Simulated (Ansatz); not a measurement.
Species: SiH₃S, charge 0, doublet. SiH3S (SMILES [SiH3][S], doublet).
B3LYP-D3(BJ)/def2-TZVP minimum from Ansatz (a first-principles code):
```
Si
H 1 1.4801
H 1 1.4801 2 109.34
H 1 1.4849 2 109.69 3 -120.32
S 1 2.1316 2 112.07 3 124.88
```
Charge 0, spin multiplicity 2.

Wanted: atomisation energy (electronic, to ground-state atoms), in kcal/mol. Radicals and triplets start from unrestricted determinants; spin-orbit coupling is neglected. CBS(X,Y): correlation extrapolated as X^-3, Hartree-Fock from the larger set. A bracket is a step between two methods taken in the basis named. The functionals are non-relativistic, so their misses hold any scalar relativity. 'core' is core correlation in cc-pwCVTZ (1s frozen past Ne), 'X2C' scalar relativity in cc-pVTZ-DK, both at CCSD(T). For partners of very few electrons the exact lower level stands in for a higher one.

CCSD(T)/CBS(cc-pV(T+d)Z,cc-pV(Q+d)Z) + [CCSDT(Q) - CCSD(T)]/cc-pV(T+d)Z + core + X2C (Ansatz) gives 312.8 kcal/mol.

**Question.** How far off this value is PBE/def2-TZVPD (Ansatz), in which direction, and which of these levels come nearer: B3LYP/def2-TZVPD, PBE0/def2-TZVPD, wB97M-V/def2-TZVPD, CCSD(T)/CBS(cc-pV(T+d)Z,cc-pV(Q+d)Z) + core + X2C?

**Answer.** PBE gives 308.1 kcal/mol, 4.7 kcal/mol below it. Differences of the others: B3LYP/def2-TZVPD (Ansatz) -2.8; PBE0/def2-TZVPD (Ansatz) -5.3; wB97M-V/def2-TZVPD (Ansatz) 1.1; CCSD(T)/CBS(cc-pV(T+d)Z,cc-pV(Q+d)Z) + core + X2C (Ansatz) -0.1 kcal/mol. Nearer than PBE: B3LYP/def2-TZVPD, wB97M-V/def2-TZVPD, CCSD(T)/CBS(cc-pV(T+d)Z,cc-pV(Q+d)Z) + core + X2C.
